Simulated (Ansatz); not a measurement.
`[SiH3]O[Si]O[SiH3]` + `CO[SiH](O)Cl` → `CO[Si](O)([SiH3])Cl` + `O[Si]O[SiH3]`  (formal exchange of groups at the Si–O bond)

Gas-phase electronic energies from Ansatz, PBE0-D4/def2-TZVP geometries. CCSD(T)/CBS is the MP2 limit (def2-TZVPP, def2-QZVPP) plus CCSD(T) − MP2 in def2-TZVPP, frozen cores. This one scheme is used for every species. One conformer a species, not always the lowest.

| species | HF/def2-QZVPP energy (Eh) |
| --- | --- |
| `[SiH3]O[Si]O[SiH3]` | -1020.31695 |
| `CO[SiH](O)Cl` | -939.23414 |
| `CO[Si](O)([SiH3])Cl` | -1229.34502 |
| `O[Si]O[SiH3]` | -730.15450 |

(1) Work out ΔE.

Largest T1 diagnostic among the species: 0.014.

Answers

(1) ΔE = (-1229.34502) + (-730.15450) − (-1020.31695) − (-939.23414) = 0.05157 Eh = +32.4 kcal/mol. CCSD(T)/CBS gives +23.9 kcal/mol.

In def2-TZVPP, CCSD(T) changes the Hartree–Fock value by −7.5 kcal/mol (the triples alone add −1.1 kcal/mol) and MP2 by −6.0 kcal/mol. From PBE to PBE0 (25 % exact exchange), in def2-TZVPP and without D4, ΔE moves by +2.4 kcal/mol. The D4 term adds −1.2 kcal/mol with B3LYP and −0.7 kcal/mol with PBE0; it sums over pairs of atoms, weighted by their polarisabilities, and B3LYP, whose exchange is more repulsive, gets the larger term.

B3LYP here is the variant with VWN-RPA as its local correlation; programs differ in this.
